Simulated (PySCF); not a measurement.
**In²⁺: ionisation energy**

In²⁺ [Kr] 4d10 5s1 (2S) → In³⁺ [Kr] 4d10 (1S), as a difference of total energies. Calculation: PySCF 2.14, in aug-cc-pwCVTZ-DK3 (10s9p7d4f1g, 109 functions); the spin-free X2C one-electron Hamiltonian (Gaussian nucleus). Correlated levels: valence and next inner shell: [Ar] 3d10 frozen. The calculations carry no spin-orbit coupling.

```tsv
method	ionisation energy (eV)
UHF	26.626
LDA	28.976
PBE	28.570
PBE0	28.211
M06-2X	27.948
CAM-B3LYP	28.507
MP2 (valence and next inner shell)	28.121
SCS-MP2 (valence and next inner shell)	27.858
```

Q: Estimate what PW91 gives.

A: 28.675 eV, closest to PBE among the rows shown.

Q: Estimate what r2SCAN gives.

A: 28.229 eV, closest to PBE0 among the rows shown.

Errors of the correlated levels include the incompleteness of this basis and the frozen core.

For comparison: 28.044 eV (measured; NIST Atomic Spectra Database, ionization energies).
